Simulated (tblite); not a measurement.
H6O7Si2, charge -1, doublet, geometry from GFN2-xTB (a state made from the parent by changing its charge; the spin is typed, not shown lowest); tblite 0.6.0 with GFN1-xTB.

Here is a job for tblite.
```
$ tblite run mol.xyz --method gfn1 --charge -1 --spin 1 --guess eeq --json tblite.json --no-restart

# file mol.xyz
15

O      2.75559159     0.36519447     0.51794556
Si     1.26227498    -0.26258857     0.26144375
O      1.44514387    -1.60995694    -0.66316179
O      0.66798058    -0.61110425     1.74775740
O      0.30807010     0.77606306    -0.49096748
Si    -1.36067091     0.43686283    -0.65821033
O     -1.79411410     2.13196036    -0.50947530
O     -1.19485495    -1.30943573    -1.01846952
O     -1.89794818     0.01764981     0.92345541
H      3.37339596     0.08807722    -0.14903076
H      0.57187403    -1.75915530    -1.07362047
H     -0.29361179    -0.46460354     1.70940774
H     -1.07841442     2.66063400    -0.14967129
H     -1.30420585    -1.83958334    -0.22517351
H     -2.21044649     0.79182549     1.38614574
```

It wrote (shortened):

```
xTB calculator
 | screened Coulomb repulsion
 | Coulomb electrostatics
 |  * isotropic Klopman-Ohno-Mataga-Nishimoto electrostatics
 |  * onsite third-order electrostatics
 | DFT-D3(BJ) dispersion correction

halogen bonding energy    0.0000000000000E+00 Eh
repulsion energy          2.0459233061891E-01 Eh
dispersion energy        -6.7287262452537E-03 Eh
number of electrons       5.7000000000000E+01 e
integral cutoff           2.8146159136829E+01 bohr

------------------------------------------------------------
  cycle        total energy    energy error   density error
------------------------------------------------------------
      1     -40.43394613098  -4.0631810E+01   5.3135031E-01
      2     -40.45287074579  -1.8924615E-02   3.1030915E-01
      3     -40.44592006320   6.9506826E-03   4.8285633E-02
      4     -40.45571813072  -9.7980675E-03   1.3233958E-02
      5     -40.45589587082  -1.7774010E-04   4.0704825E-03
      6     -40.45596625155  -7.0380735E-05   1.8766546E-03
      7     -40.45598392222  -1.7670671E-05   4.4278158E-04
      8     -40.45598405244  -1.3021333E-07   9.9720893E-05
      9     -40.45598406880  -1.6357554E-08   1.5132851E-05
------------------------------------------------------------

electronic energy        -4.0653847673169E+01 Eh
total energy             -4.0455984068796E+01 Eh

Post processing:
 | Mayer-Wiberg bond orders

[Info] JSON dump of results written to 'tblite.json'
```
